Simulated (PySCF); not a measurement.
VF4, SMILES [F][V]([F])([F])[F] (connectivity only; charge and spin as stated), neutral, multiplicity 2. Atoms are numbered in the order given.

```xyz
5

V      0.0000     0.0000     0.0000
F      1.0291     1.0291     0.9019
F     -1.0291    -1.0291     0.9019
F      1.0291    -1.0291    -0.9019
F     -1.0291     1.0291    -0.9019
```
Charge 0, spin multiplicity 2.

Geometry optimised at B3LYP-D3(BJ)/def2-SVP. The multiplicity is an assumed one; other spin states were not compared. The isomer is the one that the SMILES or the coordinates give; other isomers of the formula were not compared.

Calculation: PySCF with PBE/def2-TZVP.

Gas-phase values at a fixed geometry.

| Quantity | Value |
|---|---|
| total energy | -1343.20184 hartree |
| point group | D2d |
| α spin, highest occupied and lowest empty level | -5.64 and -5.42 eV |
| β spin, highest occupied and lowest empty level | -10.46 and -4.86 eV |
| dipole moment | 0.00 D |
| quadrupole, principal values (traceless, Buckingham form, about the centre of nuclear charge) | -0.54, -0.54, 1.07 D·Å |
| mean static polarisability | 32.1 bohr³ (4.76 Å³) |
| polarisability, principal values | 30.9, 32.7, 32.7 bohr³ |
| ⟨S²⟩ | 0.753 (pure state 0.75) |
